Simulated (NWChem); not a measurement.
System: iodine (I$_{2}$); SMILES II

Program: NWChem. Coordinates come from a PBE0-D3(BJ)/def2-TZVP optimisation. def2 effective core potentials on I; no spin-orbit coupling. Level: M05-2X/def2-SVP with COSMO at NWChem's default radii, gas-phase geometry; the question gives the dielectric constant.

Question: Predict the results for dielectric constant 78.4. Quantities: electrostatic solvation energy (kcal/mol).

Answer: 
```
Item                                       Result
-----------------------------------------  ------
electrostatic solvation energy (kcal/mol)    -1.9
```
